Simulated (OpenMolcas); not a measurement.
**Ti3+: moving or changing the point charges**

Ti3+ among 6 point charges of -2 e arranged as an octahedron (Oh), 1.79 Å from the ion.

```
Program             : OpenMolcas
Method              : SS-CASPT2, IPEA 0.25 Eh, imaginary shift 0.1 Eh (closed shells correlated: 3s 3p)
Basis               : ANO-RCC-VDZP [5s4p2d1f]
Scalar Hamiltonian  : DKH2, point nucleus
Active space        : 1 electron in 5 orbitals (3d)
State averaging     : 2S+1 = 2 even, 5 roots
Spin-orbit coupling : state interaction with AMFI integrals over the reference wave functions
```

Runs around this geometry, states (labels of O, the rotations of Oh). Energies in cm-1 above the lowest state or level, χT in cm3 K/mol; under a threefold ground state the first gap can be a small split of the lowest multiplet, not the spin-orbit step; 10Dq is the gap between the two states.

```json
{"R (Å)": "1.79", "q (e)": "-1.3", "Ground state": "2T2", "First state of that spin": "2E 8580", "10Dq": "8581", "First gap with spin-orbit (degeneracies)": "220 (4, 2)", "χT at 300 K": "0.464"}
{"R (Å)": "1.7", "q (e)": "-2", "Ground state": "2T2", "First state of that spin": "2E 18430", "10Dq": "18435", "First gap with spin-orbit (degeneracies)": "180 (4, 2)", "χT at 300 K": "0.485"}
{"R (Å)": "1.79", "q (e)": "-2", "Ground state": "2T2", "First state of that spin": "2E 13960", "10Dq": "13963", "First gap with spin-orbit (degeneracies)": "200 (4, 2)", "χT at 300 K": "0.474"}
{"R (Å)": "2", "q (e)": "-2", "Ground state": "2T2", "First state of that spin": "2E 7980", "10Dq": "7980", "First gap with spin-orbit (degeneracies)": "220 (4, 2)", "χT at 300 K": "0.464"}
```

Taking |10Dq| as R^-n, n = -ln(7980 / 18435) / ln(2 / 1.7) = 5.2 between the shortest and longest distance. The point-charge formula for a cubic d site gives n = 5.

Scaling the charges by -1.3 / -2 = 0.65 scales |10Dq| by 8581 / 13963 = 0.61; with fixed orbitals a first-order splitting would follow the charge.

Roots that are degenerate in the reference are averaged as groups; the widest CASPT2 spread within a group is 18 cm-1 (the 2-fold group of multiplicity 2 near 7980 cm-1 above the lowest state of its run, R = 2, q = -2). Shifts and gaps below about the spread of the groups concerned are not significant. An orbital triplet at a regular site is open to Jahn-Teller coupling, which can distort the site and quench the lowest spin-orbit gaps and is left out. Free-ion shares, where given, are those of the reference states; single-state CASPT2 does not remix them. This field is weak: 10Dq is about 8581 cm-1, while octahedral complexes of 3d ions of charge 3 and more, computed by the same method with explicit ligands, had a median near 15000 cm-1. Ground spin and moment need not be those of a real site (figures for R = 1.79, q = -1.3; the like holds for R = 2, q = -2). This is an electrostatic model: the charges have no orbitals. No measured value stands beside these numbers.
